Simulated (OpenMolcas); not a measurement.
**Cd: effect of the IPEA shift**

```yaml
Program: OpenMolcas
Basis: ANO-RCC-VTZP [7s6p4d2f1g]
Scalar_Hamiltonian: DKH2, point nucleus
Active_space: 2 electrons in 8 orbitals (5s 5p 6s 6p)
State_averaging: 2S+1 = 3 even, 3 roots; 2S+1 = 1 even, 1 root; 2S+1 = 3 odd, 3 roots; 2S+1 = 1 odd, 3 roots
Spin-orbit_coupling: state interaction with AMFI integrals over the reference wave functions, term energies averaged over their components
```

Methods on the same reference wave functions:
A. CASSCF
B. SS-CASPT2, IPEA 0 Eh, imaginary shift 0.1 Eh (closed shells correlated: 4d)
C. SS-CASPT2, IPEA 0.25 Eh, imaginary shift 0.1 Eh (closed shells correlated: 4d)

Energies in cm⁻¹ above 5s² ¹S₀, the measured ground level; measured values from NIST Handbook of Basic Atomic Spectroscopic Data.

```json
{"Level": "5s² ¹S₀", "A": "0.0", "B": "0.0", "C": "0.0", "Measured": "0.0"}
{"Level": "5s 5p ³P°₀", "A": "26199", "B": "29394", "C": "29516", "Measured": "30114"}
{"Level": "5s 5p ³P°₁", "A": "26659", "B": "29850", "C": "29973", "Measured": "30656"}
{"Level": "5s 5p ³P°₂", "A": "27615", "B": "30810", "C": "30933", "Measured": "31827"}
{"Level": "5s 5p ¹P°₁", "A": "46398", "B": "44953", "C": "45259", "Measured": "43692"}
```

Deviations, from unrounded energies. A percentage is the sum of absolute deviations over the sum of measured energies, with the sign that they share, or ± where signs differ.

```tsv
Against measurement	Levels	A	B	C
mean absolute deviation (cm-1)	4	3700	950	940
other configurations (%)	4	±10.9	±2.8	±2.7
```

B, C lie about equally close to measurement and A furthest from it. The largest miss of C in the table is 5s 5p ¹P°₁, by +1600 cm-1. The ranking rests on the paired levels alone, and a cruder setting can come out closer through cancelling errors.

Between B and C the level of the table that moves most is 5s 5p ¹P°₁, by 310 cm-1 (lowest in B, highest in C).

The lowest spin-free term lies below A's lowest term by 0.348 hartree in B, 0.346 hartree in C.

Active for correlation alone: 6p 6s; no level in the range computed is led by a configuration that fills them, so any true level of that kind is missing. Without dynamic correlation excited terms often stand tens of per cent too high (terms of higher spin than the ground term too low), and those without a measured partner can miss by more than the paired ones (holds for A). Measured partners are found by configuration, term and J. A level has none where our copy of the source lacks it or the pairing is in doubt (some pairs that miss far off the trend of their configuration count as doubtful), and it then counts in no deviation. Only configurations of the active space appear. Levels that lie high or do not pair safely by name in every column are left out.

° marks odd parity.
